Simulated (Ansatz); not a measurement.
Two isomers of C2H8S2Si: A = `C[Si](C)(S)S`, B = `CCSS[SiH3]`.

Program: Ansatz. Geometries: PBE0-D4/def2-TZVP. ΔE: electronic, gas phase. CCSD(T)/CBS adds triple-zeta CCSD(T) − MP2 to the extrapolated MP2 energy (def2 sets, frozen cores). DFT in def2-TZVPP. B3LYP here is the variant with VWN-RPA as its local correlation; programs differ in this. Each species was taken in one conformer, which may not be the lowest.

**Question.** Which is lower in electronic energy at CCSD(T)/CBS, and by how much? (Estimate.)

**Answer.** Computed: A, by 192.2 kJ/mol.

**Question.** Give E(B) − E(A) in kJ/mol with B2PLYP, MP2/def2-TZVPP, B3LYP-D4, PBE-D4, BLYP-D4, PBE0-D4, r2SCAN-D4. (Best estimate.)

**Answer.** The calculation gave: B2PLYP 188.6, MP2/def2-TZVPP 199.7, B3LYP-D4 184.5, PBE-D4 181.3, BLYP-D4 176.3, PBE0-D4 190.0, r2SCAN-D4 195.6. None reverses the order clearly.

**Question.** Does the order hold for the free energy at 298.15 K (harmonic terms from PBE0-D4)? (Estimate.)

**Answer.** Computed: Yes: G(B) − G(A) = +195.1 kJ/mol, for one conformer each. Modes under 60 cm⁻¹, often nearly free rotors, make the harmonic entropy too high.

Largest T1 diagnostic: 0.011.

Leaving LDA and LC-ωPBE aside and taking each functional with its dispersion term where it has one, the values, not all of them listed here, spread over 22.3 kJ/mol, from BLYP-D4 to r2SCAN0-D4. From BLYP to BHLYP (50 % exact exchange), in def2-TZVPP and without D4, E(B) − E(A) moves by +14.5 kJ/mol.
